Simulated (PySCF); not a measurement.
Si(I)3(Me), SMILES I[Si](C)(I)I, singlet at its PBE0/def2-SVP optimised geometry (Å):

```
8

C     -1.4452    -2.0377     1.5186
Si    -0.8194    -1.1560     0.0000
I     -1.6308     1.1560     0.0000
I      1.6308    -1.1560     0.0000
I     -1.6300    -2.3011    -2.0089
H     -2.5457    -2.0381     1.5193
H     -1.0814    -3.0763     1.5202
H     -1.0814    -1.5237     2.4212
```

Method: PySCF with PBE0/def2-TZVP, def2 effective core potentials past Kr. The core electrons that the potentials of I replace are not part of the density. Cells within 0.4 Å of a nucleus heavier than hydrogen are left out (blank, or x).

Map of the electrostatic potential (hartree/e), clipped to [-0.08, 0.12] on the plane z = 0.0 Å:

```
|111111111110000000000000000|
|111111111110000000000000000|
|111112222111000000000000000|
|111223343321000000000000000|
|111235677642100000000000000|
|112359999994100000000000000|
|012499999999310000000000000|
|012699999999720000000000000|
|01289999x999931000000000000|
|0129999xx999941000000000000|
|0028999xx999952100000000000|
|001599999999952212221111000|
|001399999999974457875321111|
|001259999999998999999953211|
|001237999999999999999996321|
|011236999999999999999999421|
|1112479999xx999999xx9999532|
|1122479999xx999999xx9999632|
|1122479999x9999999x99999532|
|112235999999999999999997421|
|111234699999999999999984221|
|111223469999997699999642111|
|111122345677754334443211111|
|111111223444432211111000000|
|111111122233221110000000000|
|111111111222211100000000000|
|111111111111111100000000000|
```
Scale: ten equal steps from -0.012 (start of '0') to 0.120 (end of '9'), in the order '0123456789'; x runs from -4.00 to 4.00, y from -4.00 (bottom) to 4.00 (top).
